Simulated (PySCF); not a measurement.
## Radial density of As (arsenic, neutral)

UHF, [Ar] 3d10 4s2 4p2 5s1, 5s spin antiparallel (an excited configuration). Calculation: PySCF 2.14, in aug-cc-pVTZ-PP with ECP10MDF (6s5p4d2f, 55 functions); scalar relativity through the core potential. This is the valence pseudo-density: the core potential removes the inner electrons and smooths the orbitals near the nucleus.

```csv
r (bohr),4πr²ρ (e/bohr),4πr²(ρα − ρβ)
0.000991,3.024e-05,0.0000
0.00167,8.496e-05,0.0000
0.00280,0.0002359,0.0000
0.00471,0.0006341,0.0000
0.00793,0.001583,0.0000
0.0133,0.003510,0.0000
0.0224,0.007077,0.0000
0.0377,0.01448,-0.0001
0.0635,0.06499,-0.0002
0.107,0.5537,-0.0010
0.180,3.769,-0.0020
0.302,16.37,0.0483
0.508,30.79,0.1020
0.855,13.62,0.0075
1.44,3.373,0.7161
2.42,1.582,0.8755
4.07,0.3182,-0.0098
6.84,0.1886,-0.1844
11.5,0.002299,-0.0023
```

Energies and moments cover only the electrons outside the core potential. The outer electron is Rydberg-like, and this basis confines it to a smaller radius and binds it less than a complete one would. With the s spin flipped the determinant is a mixture of two multiplicities, not a spectroscopic state.
